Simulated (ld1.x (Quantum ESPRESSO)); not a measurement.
sulfur: one change to an RRKJ potential, before and after

```
Element                 : S (Z = 16)
Generator               : ld1.x (Quantum ESPRESSO) 7.5
Type                    : norm-conserving RRKJ (Kleinman–Bylander form)
Functional              : PBE
Relativity              : scalar-relativistic
Frozen core             : [Ne]
Valence charge          : 6
Reference configuration : 3s2 3p4
Partial waves           : 3s (bound): rc 1.40 bohr; 3p (bound): rc 1.45 bohr
Local potential         : the p channel
Core correction         : a·sin(br)/r model core inside 1.05 bohr
rho0                    : 0.02
```

Change: all radii but the core radius scaled by about 1.40 (s 1.96, p 2.02 bohr).

Cutoffs: the cutoffs (Ry, on a coarse ladder) from which the occupation-weighted sum of valence levels, in a spherical-Bessel basis at the reference potential, stays within 10 and 1 mRy of its value at 400 Ry; they do not see the model core or the augmentation charge, which bear on the density cutoff. Errors are all-electron minus pseudo energies relative to the spin-unpolarised reference configuration.

Task: What does the change do?

Result: The potential gets softer (55 Ry and 80 Ry → 21 Ry and 35 Ry); of the 7 tests that both files solve, the error grows in 4 and shrinks in 1 by more than 15 % and 0.3 meV (median size 4.7 → 12.0 meV); neither file shows a bound ghost. A larger radius leaves more room for a smooth pseudo-wave, so fewer plane waves are needed.

```csv
quantity,base,changed
"cutoff, loose",55 Ry,21 Ry
"cutoff, tight",80 Ry,35 Ry
loose cutoff by channel (10 mRy a level),"s 40 Ry, p 10 Ry","s 18 Ry, p 10 Ry"
bound ghosts,none,none
"error for 3s2 3p3, meV [ΔE 11.77 eV]",+2.3,+3.2
"error for 3s2 3p2, meV [ΔE 34.05 eV]",+17,+22
"error for 3s2 3p1, meV [ΔE 68.09 eV]",+60,+71
"error for 3s2 3p0, meV [ΔE 114.89 eV]",+151,+171
"error for 3s1 3p4, meV [ΔE 22.65 eV]",+4.7,+1.7
"error for 3s2 3p3.5, meV [ΔE 4.66 eV]",+0.3,+0.4
"error for 3s0 3p6, meV [ΔE 20.74 eV]",+2.9,-12
```
